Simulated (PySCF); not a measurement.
These 2 structures share the formula C2H7IOSi2. Level of theory: PBE0-D3(BJ)/def2-SVP geometry optimisation, gas phase, def2 core potentials past Kr (PySCF). One conformer each; no zero-point energy, no entropy. No frequencies were run at this level. Point groups hold within 0.08 Å.

**Question.** Order them by energy at this level, lowest first, and give relative energies in kcal/mol.
A. `[SiH3:1][O:2][SiH2:3]/[CH:4]=[CH:5]/[I:6]` with Si1–O2–Si3–C4 -171°, O2–Si3–C4–C5 0°
B. `[I:1][Si@H:2]1[CH2:3][CH2:4][SiH2:5][O:6]1` with I1–Si2–C3–C4 139°, Si2–C3–C4–Si5 -30°, C3–C4–Si5–O6 28°, C4–Si5–O6–Si2 -13°

**Answer.** B (0.0), A (59.9).

As drawn, the higher has a C=C bond outside aromatic rings, which the lower lacks.

```csv
SMILES,E (Eh),E rel (kcal/mol),dipole (D),point group,"A, B, C (MHz)"
I[Si@H]1CC[SiH2]O1,-1031.77379,0.0,2.90,C1,"3535, 582.3, 544.2"
[SiH3]O[SiH2]/C=C/I,-1031.67831,59.9,1.22,near Cs,"3501, 337.2, 309.9"
```
